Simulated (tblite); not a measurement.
Compound: C₅H₆F₄Si.
Cartesian coordinates in Å at the GFN2-xTB level; atoms count from 1:
```xyz
16
C5H6F4Si angstrom
F     -2.8738   -1.3339    0.5490
C     -2.0936   -0.6181   -0.3328
C     -0.6721   -0.5416    0.1615
Si    -0.2017    0.4964    1.6643
C      0.1035    0.7344   -0.2194
C      1.4152    0.6427   -0.8456
F      1.6753    1.5996   -1.7674
C      2.3924   -0.2271   -0.5951
F      2.2953   -1.1952    0.3229
F      3.5814   -0.2602   -1.1889
H     -2.5480    0.3756   -0.4043
H     -2.1706   -1.1319   -1.2980
H     -0.1309   -1.4650   -0.0070
H      0.9224    0.0659    2.4642
H     -1.2078    1.3844    2.2130
H     -0.4947    1.4827   -0.7277
```

Method: GFN2-xTB as coded in tblite; computed harmonic values from a numerical Hessian at the method's own geometry, unscaled. Errors from tens to a few hundred cm⁻¹ against measured bands are possible. Modes of hydrogen on silicon can be 10 to 20 % off. One conformer, not necessarily the lowest.

Harmonic wavenumbers (cm⁻¹): 41.3, 44.3, 90.2, 109.4, 160.2, 201.8, 226.6, 277.8, 310.7, 357.2, 390.4, 444.8, 446.3, 475.7, 531.6, 546.0, 563.4, 639.6, 703.1, 726.0, 782.0, 915.3, 937.5, 997.2, 1021.1, 1064.9, 1101.7, 1140.5, 1178.5, 1197.5, 1207.4, 1272.4, 1327.3, 1352.5, 1448.4, 1762.4, 2387.6, 2432.4, 2925.5, 2942.2, 3037.0, 3050.5.

A = 1861, B = 588.9, C = 561.4 MHz; mass 170.017 u (most abundant isotopes); point group C1, symmetry number 1.

**Question.** Zero-point energy?

**Answer.** Half the sum of the wavenumbers: 21384 cm⁻¹ = 61.14 kcal/mol.

**Question.** What is S at 200 K and 1 bar for an ideal gas of classical rigid rotors and harmonic oscillators?

**Answer.** Translation 39.34, rotation 29.45, vibration 23.24: S = 92.0 cal/(mol K).

**Question.** And Cp and H(200 K) − H(0)?

**Answer.** Cp = 32.18 cal/(mol K), of which vibrations give 24.24 (their classical limit is 42 R = 83.5); H(200 K) − H(0) = 4.06 kcal/mol without the zero-point energy, 2.47 from vibrations.

**Question.** How do the functions run with temperature in this model?

**Answer.** 
| T (K) | S (cal/(mol K)) | Cp (cal/(mol K)) | H − H(0) (kcal/mol) | G − H(0) (kcal/mol) | ln q(vib) |
| --- | --- | --- | --- | --- | --- |
| 150 | 83.6 | 26.5 | 2.59 | -9.95 | 3.92 |
| 250 | 99.8 | 37.4 | 5.80 | -19.14 | 7.02 |
| 298.15 | 106.8 | 42.1 | 7.72 | -24.12 | 8.49 |
| 400 | 120.4 | 50.7 | 12.47 | -35.70 | 11.52 |
| 600 | 143.4 | 62.7 | 23.90 | -62.16 | 17.12 |
| 900 | 171.0 | 73.0 | 44.41 | -109.50 | 24.59 |

q(vib) and H(0) count from the zero-point level.

**Question.** Blend soft modes into free rotors: weight 1/[1 + (100 cm⁻¹/ν̃)⁴] for the oscillator and the rest for a rotor with moment μB/(μ + B), μ = h/(8π²ν), B = 10⁻⁴⁴ kg m². What vibrational entropy results?

**Answer.** 21.07 cal/(mol K) in place of 23.24, which changes −T·S at 200 K by +0.43 kcal/mol.

**Question.** What must be added to the electronic energy to get the Gibbs energy at 200 K and 1 bar?

**Answer.** ZPE + [H(200 K) − H(0)] − T·S = 61.14 + 4.06 − 18.40 = 46.80 kcal/mol.

Hindered rotation and anharmonicity are outside this model. Other conformers, if any are populated, would add a mixing term that is left out. The structure is chiral; the term R ln 2 for an equal mix with its mirror image is left out.

On one thread, Arm Neoverse N1 (aarch64), shared host, this took 1.1 s wall. The figure is for the frequency step alone.
